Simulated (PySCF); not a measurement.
**Threshold energies of SnF in a plasma**

PBE in PySCF with def2-TZVPPD on every atom (core potentials on Sn), for the lowest determinant that a PBE0 search found; no spin–orbit coupling.

```tsv
species	state (unpaired electrons)	Re (Å)	ωe (cm⁻¹)	energy of the minimum from the neutral (eV)	De (eV)	dissociates to
SnF	doublet (π ↑)	1.978	541	0.00	5.29	Sn + F
SnF⁺	singlet (closed shell)	1.902	648	7.03	5.51	Sn⁺ + F
SnF⁻	triplet (π ↑↑)	2.074	423	-1.17	2.79	Sn + F⁻
```

Work out the lowest energy to break SnF into atoms, from its vibrational ground state.

D0 = De − ωe/2 = 5.29 − 0.03 = 5.26 eV (PBE/def2-TZVPPD).

Work out the ionisation energy of the Sn atom at this level and the threshold of dissociative ionisation.

IE(Sn) = 7.03 + 5.51 − 5.29 = 7.25 eV, so Sn⁺ + F + e⁻ appears at D0 + IE(Sn) = 12.51 eV (PBE/def2-TZVPPD). The measured IE(Sn) is 7.344 eV (NIST ASD).

Work out the electron affinity of the F atom and the threshold of dissociative attachment.

EA(F) = 5.29 − 2.79 − (-1.17) = 3.67 eV, so Sn + F⁻ needs D0 − EA(F) = 1.59 eV (PBE/def2-TZVPPD). The measured EA(F) is 3.401 eV.

At which energy does ion-pair formation open?

Sn⁺ + F⁻ lies at D0 + IE(Sn) − EA(F) = 8.84 eV (PBE/def2-TZVPPD).

These are thermodynamic thresholds; the onsets seen under electron impact lie higher where the geometry changes, and cross-sections peak well above them.

Spin–orbit coupling is left out, which matters for elements this heavy, above all for dissociation energies. For an ion De counts to the pair picked by the measured ionisation energies or electron affinities, which need not be the lowest pair at this level. The highest Kohn–Sham level is positive in this anion. Much of that is self-interaction error, but it also means that the finite basis helps to hold the extra electron. States were picked by a PBE0 search and need not be the measured ground states.
